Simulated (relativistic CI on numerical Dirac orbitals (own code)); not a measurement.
## Nd²⁴⁺: sensitivity of the levels to the model

Base calculation: Dirac-Coulomb-Breit CI, orbitals from a KLI potential per configuration, a model potential for QED, unscaled Slater integrals.

CI space (outside the closed core [Ar] 3d10): 4s2 4p6, 4s2 4p5 4d, 4s 4p6 4d, 4s2 4p5 4f, 4s 4p6 4f, 4s2 4p5 5s, 4s2 4p5 5p, 4p6 4d 4f, 4p6 4d2, 4p5 4d3, 4p5 4d2 4f, 4p5 4d2 5s, 4p5 4d2 5p, 4p6 4f2, 4p5 4d 4f2, 4p5 4f3, 4p5 4f2 5s, 4p5 4f2 5p. Double excitations out of closed p, d and f shells are left out; levels of such configurations are missing from the list, as are those of other unlisted configurations, and high levels can miss mixing partners.

Variants: (1) non-relativistic limit. Shifts of the energy above 4s2 4p6 1S_0, in cm⁻¹, for the lowest level and the first level of each name with at least 55 % of one term (blank where a level changes its place among those of its configuration and J or its character, or is not in the variant):

| Level | Base | Δ(1) |
| --- | --- | --- |
| 4s2 4p6 1S_0 | 0 | 0 |
| 4s2 4p5 4d 3P°_0 | 806427 | -17905 |
| 4s2 4p5 4d 3P°_1 | 825921 | -37399 |
| 4s2 4p5 4d 3F°_3 | 849495 | -39682 |
| 4s2 4p5 4d 3F°_4 | 874564 | -64751 |
| 4s2 4p5 4d 3D°_3 | 923548 | -65638 |
| 4s2 4p5 4d 3D°_1 | 989568 | -131658 |
| 4s2 4p5 4d 3F°_2 | 1070830 |  |
| 4s2 4p5 4d 1P°_1 | 1241846 | -165564 |
| 4s 4p6 4d 3D_1 | 1646119 | -277759 |
| 4s 4p6 4d 3D_2 | 1662397 | -294037 |
| 4s 4p6 4d 3D_3 | 1697918 | -329557 |
| 4s 4p6 4d 1D_2 | 1775427 | -326785 |
| 4s2 4p5 4f 3G_5 | 1928286 | -68862 |
| 4s2 4p5 4f 3G_4 | 1933988 | -74564 |
| 4s2 4p5 4f 3D_1 | 1936026 | -76129 |
| 4s2 4p5 4f 3D_2 | 1946892 | -86995 |
| 4s2 4p5 4f 3F_4 | 1968936 |  |
| 4s2 4p5 4f 3G_3 | 2163867 |  |
| 4s2 4p5 5s 3P°_2 | 2708985 | +96546 |
| 4s2 4p5 5s 1P°_1 | 2719477 |  |
| 4s 4p6 4f 3F°_2 | 2771346 | -335465 |

At this charge energies of transitions that change n are usually good to better than 1 %, and those within a shell (Δn = 0) to a few per cent.

Ionisation energy from the two ground configurations alone: base 858.608 eV. The NIST ASD value (theoretical) is 859 eV.

LS names give the leading component of a level, which can be under half, so a name can repeat, a term be missing and a line seem to break the LS rules.
